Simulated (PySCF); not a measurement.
## How the method moves the HOMO and LUMO of `O=CO[SiH2]F`

Species: CH₃FO₂Si.
Structure used (PBE0-D3(BJ)/def2-SVP), in Å, numbered top down from 1:
```xyz
8
CH3FO2Si angstrom
O      1.443   -1.042   -0.530
C      1.490    0.085   -0.117
O      0.413    0.779    0.232
Si    -1.082   -0.040    0.083
F     -2.138    1.059    0.610
H      2.422    0.670    0.016
H     -1.123   -1.204    0.993
H     -1.370   -0.326   -1.339
```

Basis pcSseg-2 throughout (PySCF), one geometry. Geometry: PBE0-D3(BJ)/def2-SVP, one conformer, isolated molecule.

Task: How do the orbital energies, the gap and the dipole change with the method?

Result: 
```tsv
method	kind	HOMO (eV)	LUMO (eV)	gap (eV)	μ (D)	SCF cycles
OPBE	GGA	-7.13	-1.64	5.49	0.47	16
BLYP	GGA	-7.13	-1.71	5.42	0.49	15
PBE	GGA	-7.21	-1.81	5.40	0.48	15
B97-D	GGA	-7.23	-1.70	5.53	0.50	16
BP86	GGA	-7.32	-1.89	5.43	0.50	15
KT3	GGA	-7.36	-1.70	5.66	0.48	16
KT2	GGA	-7.38	-1.72	5.65	0.51	16
LDA	LDA	-7.42	-2.10	5.31	0.48	15
B97-2	global hybrid	-8.59	-0.70	7.89	0.54	14
B3LYP	global hybrid	-8.64	-0.94	7.70	0.53	14
PBE0	global hybrid	-8.89	-0.63	8.26	0.54	14
mPW1PW91	global hybrid	-8.93	-0.65	8.27	0.55	14
CAM-B3LYP	range-separated hybrid	-10.40	0.55	10.95	0.56	13
BHandHLYP	global hybrid	-10.55	0.59	11.14	0.61	13
wB97X-D	range-separated hybrid	-10.81	1.28	12.09	0.56	14
LC-wPBE	range-separated hybrid	-11.71	1.86	13.57	0.57	14
HF	Hartree–Fock	-13.18	2.78	15.97	0.76	11
```

The HOMO spans 6.06 eV, from OPBE down to HF, and the gap runs from 5.31 eV (LDA) to 15.97 eV (HF). Over the methods OPBE (0 %), BLYP (0 %), PBE (0 %), B97-D (0 %), BP86 (0 %), KT3 (0 %), KT2 (0 %), LDA (0 %), B97-2 (21 %), B3LYP (20 %), PBE0 (25 %), mPW1PW91 (25 %), BHandHLYP (50 %), HF (100 %), a straight line through the gap against the share of exact exchange rises by 1.06 eV for each 10 % (correlation coefficient 0.999). The dipole ranges from 0.47 D (OPBE) to 0.76 D (HF). This basis has no diffuse functions.

The vertical ΔSCF ionisation energy at CAM-B3LYP/def2-SVPD is 11.61 eV; −ε(HOMO) comes closest to it with LC-wPBE (11.71 eV).
